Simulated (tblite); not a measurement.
Species: C5H11BrOSi.
Numbering: `[CH2:1]=[CH:2][CH2:3][Si@H:4]([Br:5])[O:6][CH2:7][CH3:8]` (hydrogens: H9, H10 on C1; H11 on C2; H12, H13 on C3; H14 on Si4; H15, H16 on C7; H17, H18, H19 on C8)

Computed with GFN2-xTB (tblite), gas phase: L-BFGS steps from a force-field or distance-geometry start until the largest atomic force falls under 0.01 eV/Å.

The end geometry, which sets the zero of energy:
```
atom  x, y, z in Å
C1      3.2330    0.8907    0.5551
C2      2.2310    0.6746   -0.2768
C3      1.7758   -0.6728   -0.7138
Si4     0.2242   -1.1758    0.2414
Br5    -0.4710   -3.1765   -0.4406
O6     -0.8947   -0.0940   -0.1517
C7     -2.2794   -0.0665    0.0887
C8     -2.9341    0.9242   -0.8584
H9      3.8183    0.0800    0.9583
H10     3.5175    1.8824    0.8615
H11     1.6539    1.5039   -0.6627
H12     2.5536   -1.4125   -0.5245
H13     1.5721   -0.6686   -1.7860
H14     0.4124   -1.3349    1.6774
H15    -2.6960   -1.0704   -0.0575
H16    -2.4471    0.2272    1.1313
H17    -2.4985    1.9108   -0.7221
H18    -2.7803    0.6131   -1.8885
H19    -4.0004    0.9741   -0.6586
```

**Question.** These geometries come from the run, each turned onto the end geometry. Order them by energy, lowest first.
A.
```
atom  x, y, z in Å
C1      3.3800    0.9119    0.5662
C2      2.3439    0.6504   -0.2114
C3      1.8828   -0.7132   -0.5905
Si4     0.1507   -1.1337    0.0423
Br5    -0.3166   -3.1912   -0.6431
O6     -0.9902   -0.1624   -0.5512
C7     -2.2909   -0.0647   -0.0072
C8     -3.1331    0.9351   -0.7825
H9      3.9893    0.1325    1.0015
H10     3.6822    1.9237    0.7840
H11     1.7578    1.4561   -0.6364
H12     2.5485   -1.4542   -0.1440
H13     1.9397   -0.8242   -1.6778
H14     0.0532   -1.1974    1.4991
H15    -2.7725   -1.0537   -0.0203
H16    -2.1930    0.2562    1.0377
H17    -2.6667    1.9185   -0.7715
H18    -3.2655    0.6129   -1.8128
H19    -4.1095    1.0064   -0.3096
```
B.
```
atom  x, y, z in Å
C1      3.2670    0.9024    0.5591
C2      2.2648    0.6700   -0.2676
C3      1.8051   -0.6827   -0.6804
Si4     0.2154   -1.1497    0.2275
Br5    -0.4783   -3.1332   -0.5170
O6     -0.9008   -0.0730   -0.1949
C7     -2.2840   -0.0778    0.0627
C8     -2.9799    0.9232   -0.8426
H9      3.8454    0.0988    0.9846
H10     3.5528    1.9010    0.8412
H11     1.6989    1.4947   -0.6767
H12     2.5649   -1.4285   -0.4456
H13     1.6362   -0.7107   -1.7585
H14     0.3603   -1.3205    1.6697
H15    -2.6856   -1.0832   -0.1124
H16    -2.4353    0.1751    1.1176
H17    -2.4771    1.8859   -0.8014
H18    -2.9696    0.5714   -1.8704
H19    -4.0100    1.0456   -0.5224
```
C.
```
atom  x, y, z in Å
C1      3.3292    0.9100    0.5560
C2      2.3044    0.6664   -0.2403
C3      1.8599   -0.7043   -0.6157
Si4     0.1814   -1.1503    0.1300
Br5    -0.3355   -3.1908   -0.5715
O6     -0.9209   -0.0912   -0.3810
C7     -2.2777   -0.0495    0.0088
C8     -3.0890    0.9427   -0.8151
H9      3.9045    0.0940    0.9643
H10     3.6344    1.9078    0.8252
H11     1.7302    1.4795   -0.6648
H12     2.5851   -1.4381   -0.2554
H13     1.8217   -0.7990   -1.7039
H14     0.1771   -1.3044    1.5783
H15    -2.7052   -1.0565   -0.0929
H16    -2.3152    0.2440    1.0657
H17    -2.6181    1.9250   -0.8056
H18    -3.1974    0.6053   -1.8440
H19    -4.0788    1.0182   -0.3655
```
D.
```
atom  x, y, z in Å
C1      3.2810    0.8964    0.5563
C2      2.2799    0.6690   -0.2739
C3      1.8181   -0.6887   -0.6592
Si4     0.2065   -1.1601    0.2025
Br5    -0.4231   -3.1615   -0.5387
O6     -0.8944   -0.0732   -0.2426
C7     -2.2731   -0.0586    0.0439
C8     -3.0204    0.9341   -0.8361
H9      3.8723    0.1014    0.9836
H10     3.5825    1.8877    0.8438
H11     1.6998    1.4869   -0.6790
H12     2.5821   -1.4092   -0.3752
H13     1.6796   -0.7480   -1.7385
H14     0.3104   -1.3230    1.6484
H15    -2.6758   -1.0631   -0.1167
H16    -2.4072    0.1864    1.1026
H17    -2.5364    1.9075   -0.8202
H18    -3.0538    0.5802   -1.8645
H19    -4.0378    1.0448   -0.4639
```
E.
```
atom  x, y, z in Å
C1      3.2402    0.8952    0.5582
C2      2.2405    0.6819   -0.2771
C3      1.7838   -0.6675   -0.7082
Si4     0.2215   -1.1732    0.2303
Br5    -0.4900   -3.1726   -0.4459
O6     -0.9004   -0.0920   -0.1561
C7     -2.2857   -0.0740    0.0845
C8     -2.9439    0.9232   -0.8543
H9      3.8191    0.0838    0.9696
H10     3.5319    1.8881    0.8522
H11     1.6751    1.5159   -0.6714
H12     2.5564   -1.4077   -0.4991
H13     1.6009   -0.6753   -1.7841
H14     0.4006   -1.3441    1.6664
H15    -2.6979   -1.0782   -0.0718
H16    -2.4535    0.2041    1.1315
H17    -2.4733    1.8977   -0.7486
H18    -2.8341    0.5937   -1.8846
H19    -4.0007    1.0101   -0.6189
```

**Answer.** E (0.002 eV), B (0.010 eV), D (0.025 eV), C (0.053 eV), A (0.098 eV).

In the order of the answer:

```tsv
step	E above end (eV)	largest force (eV/Å)	rms force component (eV/Å)	rms distance from end (Å)	rms bond change (Å)	bond most changed (Å)
48	0.002	0.04	0.013	0.026	0.001	Si4–Br5 +0.002
31	0.010	0.08	0.024	0.078	0.001	Si4–Br5 +0.004
25	0.025	0.16	0.053	0.114	0.002	Si4–O6 +0.005
18	0.053	0.13	0.051	0.198	0.003	O6–C7 +0.007
9	0.098	0.15	0.052	0.279	0.003	O6–C7 +0.008
```

What follows is the cost of the whole relaxation. Time: 0.65 s wall. Hardware: one thread of an Arm Neoverse V1, no GPU, shared host.
